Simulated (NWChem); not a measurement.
Species: GaH$_{3}$Se; SMILES [GaH2][SeH]

```xyz
5

Ga     0.0140     1.2366     0.0000
H     -1.3814     1.9406     0.0000
H      1.4109     1.9381     0.0000
Se    -0.0553    -1.0845     0.0000
H      1.4083    -1.2270     0.0000
```
Atoms are numbered in this order, from 1.

Computed with NWChem. Pople sets run with spherical d functions. STO-3G and 3-21G are far too small for this property and stand as cheap habits. Coordinates come from a PBE0/def2-SVP optimisation. GIAO values for the isolated, static molecule; σ is the absolute isotropic shielding, δ = σ(reference) − σ with the isolated reference molecule computed at the same levels (1H: tetramethylsilane). Spin-orbit effects, on the heavy nuclei and on their neighbours, are missing.

```csv
level,σ Ga1 (ppm),δ H2 (ppm),δ H3 (ppm),σ Se4 (ppm),δ H5 (ppm)
Hartree-Fock/STO-3G,1247.7,4.27,2.69,2716.9,3.04
Hartree-Fock/6-31G*,1589.4,6.32,6.37,2180.9,1.45
"LDA (Slater exchange, VWN5)/pcSseg-1",___,___,___,___,3.00
```

Problem. Fill in the missing entries.

Solution. 
- LDA (Slater exchange, VWN5)/pcSseg-1, σ Ga1 (ppm): 974.3
- LDA (Slater exchange, VWN5)/pcSseg-1, δ H2 (ppm): 6.98
- LDA (Slater exchange, VWN5)/pcSseg-1, δ H3 (ppm): 7.22
- LDA (Slater exchange, VWN5)/pcSseg-1, σ Se4 (ppm): 1652.8
